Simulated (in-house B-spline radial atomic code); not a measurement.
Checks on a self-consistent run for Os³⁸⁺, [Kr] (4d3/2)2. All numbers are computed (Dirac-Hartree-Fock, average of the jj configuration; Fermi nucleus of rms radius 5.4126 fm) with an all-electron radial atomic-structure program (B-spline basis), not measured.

```tsv
orbital	q	ε (Eh)	<1/r>	<r²>	small-component weight
1s1/2	2	-2793.73247	90.402	0.000433512	0.08258
2s1/2	2	-542.45622	22.1139	0.00657067	0.01884
2p1/2	2	-521.05445	22.0269	0.00469124	0.01886
2p3/2	4	-464.55468	18.3143	0.00587659	0.016944
3s1/2	2	-173.96921	8.23079	0.0417399	0.0064035
3p1/2	2	-164.56211	8.12971	0.0382007	0.0063254
3p3/2	4	-151.73117	7.18065	0.0441302	0.0058098
3d3/2	4	-136.39499	7.03625	0.0340374	0.0056268
3d5/2	6	-133.50903	6.81021	0.0356817	0.0054746
4s1/2	2	-77.66019	3.82432	0.172919	0.0025985
4p1/2	2	-73.52165	3.74745	0.171977	0.0025337
4p3/2	4	-69.30306	3.43166	0.191284	0.0023712
4d3/2	2	-63.21788	3.32227	0.183605	0.0022579
```

Electron-electron repulsion V_ee = 3495.5283 hartree.

(1) What total energy follows from the eigenvalues?

(2) Does the Dirac virial theorem hold?

(3) What diamagnetic shielding (Lamb formula) and susceptibility (Langevin formula) do the radii give?

Answers

(1) The eigenvalues count the repulsion twice, so E = Σqε - V_ee = -12909.338 - 3495.528 = -16404.866 hartree; the run printed -16404.866.

(2) For a point nucleus E = -2c²Σq·w, with w the small-component weight. Here Σq·w = 0.43665 and c = 137.0360, so the ratio E/(-2c²Σq·w) is 1.000317; the finite nucleus accounts for the departure from 1.

(3) σ = (α²/3)Σq<1/r> = 508.307/(3·137.036²) = 9022.7 ppm, and χ = -0.79199×10⁻⁶·Σq<r²> = -2.024×10⁻⁶ cm³/mol with Σq<r²> = 2.5557 bohr². Both are non-relativistic formulas without the paramagnetism of open shells; for so heavy an element the full relativistic shielding is larger by tens of per cent.
